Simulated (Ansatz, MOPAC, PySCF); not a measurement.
System: C3H6O2 (charge 0, singlet). SMILES: CCOC=O
Geometry: optimised at B3LYP-D3(BJ)/def2-TZVP (Ansatz, an electronic-structure program).

Unscaled harmonic wavenumbers (cm⁻¹) in rising order, each level at the stationary point that it reaches from this structure (no distance between atoms moves by over 0.3 Å); the order of modes can differ between levels, and a negative number is imaginary. B3LYP-D3(BJ)/def2-TZVP (PySCF, at the structure above): 62, 227, 237, 346, 382, 788, 816, 855, 1029, 1042, 1135, 1180, 1207, 1300, 1398, 1401, 1427, 1487, 1499, 1519, 1791, 3028, 3044, 3057, 3091, 3109, 3119.

PM3 (MOPAC): 59, 160, 244, 257, 386, 698, 834, 906, 924, 1017, 1039, 1110, 1129, 1158, 1300, 1318, 1361, 1402, 1409, 1420, 1941, 2941, 2962, 2994, 3086, 3089, 3184. Zero-point energy 54.8 against 56.6 kcal/mol; where all levels lie over 400 cm⁻¹, the wavenumbers are on average 0.963 times those of B3LYP-D3(BJ)/def2-TZVP.

PM7 (MOPAC): 30, 112, 212, 286, 373, 715, 862, 925, 942, 1106, 1108, 1154, 1180, 1247, 1256, 1282, 1291, 1323, 1338, 1393, 1828, 2643, 2659, 2678, 2679, 2717, 2782. Zero-point energy 51.6 against 56.6 kcal/mol; where all levels lie over 400 cm⁻¹, the wavenumbers are on average 0.937 times those of B3LYP-D3(BJ)/def2-TZVP.

HF/3-21G (Ansatz): 58, 225, 241, 334, 391, 846, 905, 911, 1075, 1181, 1236, 1294, 1315, 1427, 1539, 1542, 1579, 1657, 1671, 1692, 1910, 3216, 3250, 3279, 3280, 3301, 3307. Zero-point energy 61.0 against 56.6 kcal/mol; where all levels lie over 400 cm⁻¹, the wavenumbers are on average 1.086 times those of B3LYP-D3(BJ)/def2-TZVP.

HF/6-31G* (Ansatz): 78, 245, 255, 353, 410, 860, 881, 948, 1118, 1186, 1240, 1299, 1379, 1427, 1541, 1552, 1584, 1630, 1643, 1671, 2008, 3216, 3259, 3285, 3285, 3297, 3315. Zero-point energy 61.4 against 56.6 kcal/mol; where all levels lie over 400 cm⁻¹, the wavenumbers are on average 1.094 times those of B3LYP-D3(BJ)/def2-TZVP.
